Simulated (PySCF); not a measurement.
Spin states of RuCl⁺

Unrestricted PBE0; Ru def2-TZVPPD with ECP28, Cl def2-TZVPPD; scalar-relativistic core potentials (PySCF 2.14). Outer shells of the fragments: Ru+ 4d7; Cl 3s2 3p5.

Followed along the bond (rough minima from three points):

```tsv
2Ms+1	unpaired	⟨S²⟩ at the start	R at minimum (Å)	Te (eV)
5	σ ↑, π ↑↑, δ ↑	6.01	2.14	0.00
5	σ ↑, π ↑, δ ↑↑	6.01	2.18	0.56
5	π ↑↑, δ ↑↑	6.02	2.17	0.92
3	σ ↑, π ↑↓, δ ↑	3.01	2.13	0.92
3	σ ↑, π ↑↓, δ ↑	n/a	2.13	0.93
1	σ ↑, π ↓↓, δ ↑	2.01	2.12	1.20
```

Solutions found at the starting distance of 2.265 Å, counted from the lowest of them; the search is not exhaustive and high or unbound solutions are not listed, so other states can lie among these:

```
2Ms+1        unpaired   term  E (eV)  ⟨S²⟩  ⟨Lz²⟩  μ (D)
    5  σ ↑, π ↑↑, δ ↑     ⁵Δ    0.00  6.01   4.01  -4.03
    5  σ ↑, π ↑, δ ↑↑     ⁵Π    0.47  6.01   1.01  -4.20
    5      π ↑↑, δ ↑↑    ⁵Σ⁺    0.86  6.02   0.00  -4.12
    3  σ ↑, π ↑↓, δ ↑  mixed    0.93  3.01   6.02  -3.42
    1  σ ↑, π ↓↓, δ ↑  mixed    1.24  2.01   4.01  -3.44
    3  σ ↑, π ↓, δ ↑↑  mixed    1.25  3.01   1.01  -3.15
    3        π ↑, δ ↑  mixed    1.28  2.04   5.06  -3.66
    3        π ↑, δ ↑  mixed    1.30  2.03   5.11  -3.65
    1        π ↓, δ ↑  mixed    1.44  1.70   6.18  -3.63
    3        σ ↑, δ ↑  mixed    1.54  2.40   5.33  -2.51
    1  σ ↓, π ↑↓, δ ↑  mixed    1.57  2.01   6.02  -3.49
    3            π ↑↑    ³Σ⁻    1.68  2.02   0.00  -3.20
    1        π ↓, δ ↑  mixed    1.70  1.01   5.19  -3.48
```

A term symbol is given only where ⟨S²⟩ and ⟨Lz²⟩ are close to those of a pure state; real π, δ and φ orbitals otherwise mix terms. A positive dipole points towards Cl; it is taken about the centre of mass and depends on that origin.

Compare the gap between the two lowest followed solutions at the starting distance with the gap between their minima.

At PBE0 the second solution (quintet, unpaired electrons σ ↑, π ↑, δ ↑↑) lies +0.47 eV from the first (quintet, unpaired electrons σ ↑, π ↑↑, δ ↑) at 2.265 Å and +0.56 eV at the minima; the two curves relax by different amounts, since their minima lie near 2.18 and 2.14 Å.

Spin–orbit coupling is left out. With d or f electrons several states lie close, and the lowest PBE0 determinant need not be the measured ground state.
